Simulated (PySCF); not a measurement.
Si(Cl)(OH)(SH)2 (ClH3OS2Si), SMILES O[Si](S)(S)Cl. Atoms are numbered in the order given.

```xyz
8

O     -0.2348     0.2070     1.8985
Si    -0.0336     0.0305     0.2650
S      0.1727     1.8448    -0.8442
S      1.7243    -1.1458     0.0228
Cl    -1.7495    -0.8336    -0.5227
H     -1.0832     0.5653     2.1918
H      1.3207     2.1946    -0.2154
H      1.4997    -1.8576     1.1533
```

Geometry optimised at B3LYP-D3(BJ)/def2-SVP. The structure was generated by enumeration, and PubChem lists no compound with its InChIKey, so it may never have been made. One conformer was computed; it need not be the lowest.

Two levels are set side by side: PBE/pcSseg-1 (PySCF) and KT2/pcSseg-1 (PySCF). GIAO shifts against H2O (¹⁷O), H2S (³³S), HCl (³⁵Cl), TMS (²⁹Si), TMS (¹H) at the same level; non-relativistic, no solvent, atoms listed together averaged. Without spin–orbit terms, shifts of atoms bonded to Cl or Br come out too high at both levels. Differences are taken from unrounded values.

```json
[
 {"quantity": "δ(¹⁷O) of O1 (ppm)", "KT2": "122.4", "PBE": "124.9", "PBE minus KT2": "2.4"},
 {"quantity": "δ(²⁹Si) of Si2 (ppm)", "KT2": "25.8", "PBE": "26.2", "PBE minus KT2": "0.5"},
 {"quantity": "δ(³⁵Cl) of Cl5 (ppm)", "KT2": "165.6", "PBE": "165.7", "PBE minus KT2": "0.1"},
 {"quantity": "δ(¹H) of H6 (ppm)", "KT2": "2.77", "PBE": "2.72", "PBE minus KT2": "-0.04"}
]
```

Here PBE gives about what the other level gives.

Rough cost on one machine, each run with all the roots and properties that it gave: KT2 against PBE within a factor of 2.
